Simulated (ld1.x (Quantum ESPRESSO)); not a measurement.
# Ranking TM semilocal potentials for manganese

All share these settings but for the change named:

```
Element                 : manganese (Mn)
Generator               : ld1.x (Quantum ESPRESSO) 7.5
Type                    : norm-conserving Troullier–Martins (semilocal form)
Functional              : PBE
Relativity              : scalar-relativistic
Frozen core             : [Ne]
Valence charge          : 15
Reference configuration : 3s2 3p6 3d5 4s1 4p1
Partial waves           : 3s (bound): rc 0.95 bohr; 3p (bound): rc 1.25 bohr; 3d (bound): rc 1.65 bohr
Local potential         : the d channel
Core correction         : none
```

Occupied shells without a wave of their own: 4p, 4s. They enter only through the test configuration that unscreens the potential.

Test errors are all-electron minus pseudo excitation energies from the reference, over 3s2 3p6 3d5 4s2 4p0; 3s2 3p6 3d5 4s1 4p0; 3s2 3p6 3d5 4s0 4p0; 3s2 3p6 3d4 4s0 4p0; 3s2 3p6 3d4 4s2 4p0; 3s2 3p6 3d3 4s0 4p0; 3s1 3p6 3d5 4s2 4p0. None of these files shows a bound ghost.

The base gives 357.7 meV.

Of 8 variants that were run, those that failed, showed a ghost or another fault, or gave nearly equal values are left out.

A variant can come out equal or close to the base, since the largest error may sit in a test that the change hardly touches while other tests move.

Q: Rank these variants by their largest absolute test error, smallest first.
A. functional LDA (PZ)
B. all radii scaled by about 0.86 (s 0.82, p 1.08, d 1.42 bohr)
C. wave 3p (bound): rc 1.25 bohr becomes 3p (bound): rc 1.58 bohr
D. wave 3d (bound): rc 1.65 bohr becomes 3d (bound): rc 1.12 bohr

A: B (204.2 meV), C (249.9 meV), A (362.0 meV), D (440.0 meV).
